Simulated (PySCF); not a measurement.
Core-level binding energies of `[BH3-][AsH3+]`

Species: AsBH₆.
Structure used (PBE0-D3(BJ)/def2-SVP), in Å, numbered top down from 1:
```
atom  x, y, z in Å
B1    -1.1862   -0.1274    0.0172
As2    0.8489    0.0984   -0.0215
H3    -1.5339    0.6746    0.8670
H4    -1.3151   -1.3009    0.3234
H5    -1.5076    0.1501   -1.1259
H6     1.4296    1.4424   -0.3902
H7     1.6506   -0.7665   -0.9639
H8     1.6318   -0.1520    1.2448
```

Level of theory: PySCF 2.14.0, delta-SCF UKS SCAN, pcX-2 on the ionised atom, pcseg-1 elsewhere, spin-free X2C. Binding energies are ΔSCF values: E(core-ionised, relaxed orbitals) − E(ground state) at a fixed geometry, referred to the vacuum level.

Q: What binding energy does each computed site have?

A: 
```csv
atom(s),environment,level,binding energy (eV),count
B1,four-coordinate boron,B 1s,194.04,1
```

Q: Which photon energy gives electrons from B 1s of B1 a kinetic energy of 100 eV, and what is their de Broglie wavelength?

A: hν = 194.04 + 100 = 294.04 eV, recoil neglected; λ = 12.264 Å/√(E/eV) = 1.23 Å.

Q: What is the longest wavelength that can ionise B 1s of B1 vertically?

A: λ = hc/E = 12398.42 eV Å / 194.04 eV = 63.896 Å.

No level of arsenic is listed. Geometry: PBE0-D3(BJ)/def2-SVP; no solvent, vibrations or thermal averaging.

On x86-64 server, one thread, shared host, this took 2.7 s of wall time.
